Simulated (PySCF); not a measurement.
Compound: CHBCl₂Se.
SMILES with atom numbers: `[Cl:1][B:2]([Cl:3])[CH:4]=[Se:5]` (hydrogens: H6 on C4)

Computed by this run: PBE0-D3(BJ)/def2-SVP geometry optimisation, gas phase in PySCF; density fitting, grid level 1; the optimiser is geomeTRIC in internal coordinates, started from a GFN2-xTB structure with every atom displaced at random (about 0.01 Å).

Step 0: E = -92090.8008 eV
```
atom  x, y, z in Å  |  force x, y, z in eV/Å
Cl1    -0.8583    2.4968   -0.4874   -0.627   1.577  -0.344
B2     -0.3983    0.9108   -0.1545    1.112  -0.780   0.231
Cl3    -1.5959   -0.3312   -0.0419   -0.295  -0.517   0.067
C4      1.1302    0.5696    0.0460   -1.039   0.158  -0.107
Se5     2.4236    1.7222   -0.0663    0.571   0.399  -0.033
H6      1.3614   -0.4570    0.2706    0.279  -0.837   0.186
```

Step 1: E = -92090.8675 eV
```
atom  x, y, z in Å  |  force x, y, z in eV/Å
Cl1    -0.9434    2.5746   -0.5002    0.294  -0.747   0.152
B2     -0.3788    0.9250   -0.1569   -0.450   0.683  -0.144
Cl3    -1.5587   -0.3645   -0.0427    0.032   0.075  -0.019
C4      1.1195    0.5684    0.0507    0.380  -0.086   0.038
Se5     2.4704    1.6930   -0.0697   -0.180  -0.079   0.004
H6      1.3537   -0.4853    0.2852   -0.076   0.154  -0.031
```

Step 2: E = -92090.8805 eV
```
atom  x, y, z in Å  |  force x, y, z in eV/Å
Cl1    -0.9098    2.5597   -0.4952    0.088  -0.299   0.066
B2     -0.3775    0.9230   -0.1527   -0.189   0.266  -0.077
Cl3    -1.5719   -0.3508   -0.0495   -0.014  -0.020   0.003
C4      1.1233    0.5550    0.0542    0.025   0.080  -0.007
Se5     2.4335    1.7162   -0.0793    0.096  -0.042   0.016
H6      1.3648   -0.4919    0.2889   -0.007   0.016   0.000
```

Task: Estimate the geometry and energy of step 3. (The exact step hangs on the optimiser's Hessian estimate; all steps are aligned on step 2, rigid shifts and turns removed.)

Result: E = -92090.8808 eV, largest force 0.268 eV/Å
```
atom  x, y, z in Å  |  force x, y, z in eV/Å
Cl1    -0.9312    2.5383   -0.4910   -0.051   0.259  -0.049
B2     -0.3884    0.9294   -0.1551    0.185  -0.052   0.007
Cl3    -1.5683   -0.3566   -0.0495    0.001  -0.088   0.017
C4      1.1248    0.5795    0.0489   -0.154  -0.094   0.020
Se5     2.4777    1.6881   -0.0718   -0.005   0.113  -0.024
H6      1.3480   -0.4674    0.2849    0.023  -0.138   0.031
```

The energy changes by -0.0003 eV. The first-order estimate −F·Δx gives -0.0169 eV and the mean of the old and new forces, exact on a quadratic surface, -0.0001 eV. The step makes an angle of 62° with the force vector and moves no atom by more than 0.053 Å.

What follows is the cost of the whole optimisation. Time: 27 s; peak memory 0.43 GiB. Hardware: one thread, Arm Neoverse V1 (aarch64), shared host with 64 logical CPUs at a one-minute load of 17.
